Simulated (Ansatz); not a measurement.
Isolated molecules relaxed with PBE0-D4/def2-TZVP in Ansatz; ΔE leaves out vibrations. CCSD(T)/CBS is the MP2 limit (def2-TZVPP, def2-QZVPP) plus CCSD(T) − MP2 in def2-TZVPP, frozen cores. This one scheme is used for every species. Functionals use def2-TZVPP. Each species was taken in one conformer, which may not be the lowest.

Consider the formal exchange of groups at a B–N bond: `NB(Cl)Cl` + `C#CC=O` → `C#CB(Cl)Cl` + `NC=O`.

| level | ΔE (kJ/mol) | difference from CCSD(T)/CBS |
| --- | --- | --- |
| LDA (SPW92) | 17.0 | -14.9 |
| PBE-D4 | 18.6 | -13.3 |
| r2SCAN0-D4 | 23.0 | -8.9 |
| CAM-B3LYP-D4 | 26.7 | -5.2 |
| ωB97M-V | 28.1 | -3.8 |
| PBE | 18.9 | -13.0 |
| revPBE | 19.1 | -12.8 |
| r2SCAN | 20.6 | -11.3 |
| r2SCANh | 21.7 | -10.2 |
| MP2/def2-TZVPP | 28.8 | -3.1 |
| CCSD(T)/CBS | 31.9 | 0 |

Largest T1 diagnostic among the species: 0.016.

From BLYP to BHLYP (50 % exact exchange), in def2-TZVPP and without D4, ΔE moves by +5.8 kJ/mol. Leaving LDA and LC-ωPBE aside and taking each functional with its dispersion term where it has one, the values spread over 9.4 kJ/mol, from PBE-D4 to ωB97M-V.
